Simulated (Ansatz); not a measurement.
AsH7SSi2 (`[SiH3]S[AsH][SiH3]`). The species carries charge 0 and has multiplicity 1. Geometry: relaxed with PBE0-D4/def2-TZVP. It is one conformer, not always the lowest.

```xyz
11

Si    1.151    2.133   -0.719
S     0.100    1.087    0.815
As    0.721   -0.984    0.154
Si   -1.475   -1.852    0.339
H     0.692    1.707   -2.066
H     0.847    3.572   -0.514
H     2.615    1.902   -0.617
H     1.124   -1.464    1.544
H    -2.113   -1.439    1.613
H    -2.250   -1.326   -0.812
H    -1.412   -3.337    0.262
```

**Question.** What is the dipole moment at B3LYP/def2-TZVPP? (Best estimate.)

**Answer.** The calculation gave: 0.94 D, with components (0.18, -0.85, -0.36) D in this frame, pointing from negative to positive charge.

**Question.** And with PBE, r2SCAN, ωB97M-V? (Estimate.)

**Answer.** Computed: PBE 0.88 D, r2SCAN 0.91 D, ωB97M-V 0.98 D.

**Question.** Give the Mulliken charges with B3LYP, r2SCAN, PBE in def2-TZVPP. (An estimate is asked.)

**Answer.** The calculation gave: 
| atom | B3LYP | r2SCAN | PBE |
| --- | --- | --- | --- |
| Si1 | 0.32 | 0.35 | 0.25 |
| S2 | -0.32 | -0.34 | -0.28 |
| As3 | 0.12 | 0.12 | 0.12 |
| Si4 | 0.20 | 0.21 | 0.13 |
| H5 | -0.06 | -0.06 | -0.04 |
| H6 | -0.05 | -0.06 | -0.04 |
| H7 | -0.05 | -0.06 | -0.04 |
| H8 | 0.00 | 0.00 | 0.01 |
| H9 | -0.04 | -0.05 | -0.03 |
| H10 | -0.05 | -0.05 | -0.03 |
| H11 | -0.06 | -0.06 | -0.04 |

B3LYP here is the variant with VWN-RPA as its local correlation; programs differ in this.
